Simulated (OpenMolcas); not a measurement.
**Predicting a hybrid from its neighbours: SnCl2F2**

SnCl2F2: 5 atoms, total charge 0, spin state singlet. SMILES: `[F][Sn]([F])([Cl])[Cl]`. The shape is that of a PBE0-D4/def2-TZVP optimisation.

The electronic atomisation energy y, in eV, basis def2-SVP with a core potential; a is the functional's share of exact exchange. Programs: OpenMolcas 26.06.

```
functional     program     a  y (eV)
      TPSS  OpenMolcas     0   15.40
      BLYP  OpenMolcas     0   15.02
     B3LYP  OpenMolcas   0.2       ?
      PBE0  OpenMolcas  0.25   14.91
     BHLYP  OpenMolcas   0.5   13.76
```

Task: Fit y = c + s·a to the known rows and predict B3LYP.

Result: 
1. Means of the 4 rows: a = 0.1875, y = 14.773.
2. Σ(Δa)² = 0.17188, Σ(Δa·Δy) = -0.47188, so the slope is -0.47188/0.17188 = -2.7454.
3. Intercept: 14.773 − (-2.7454) × 0.1875 = 15.288. The largest residual of the fit is 0.31.
4. B3LYP: 15.288 + (-2.7454) × 0.2 = 14.74 eV.

The run gave 14.67 eV, so the prediction is off by +0.07 eV, within the largest residual. The rows mix families of semi-local functionals, which the line can't see. Spin-orbit coupling is left out.
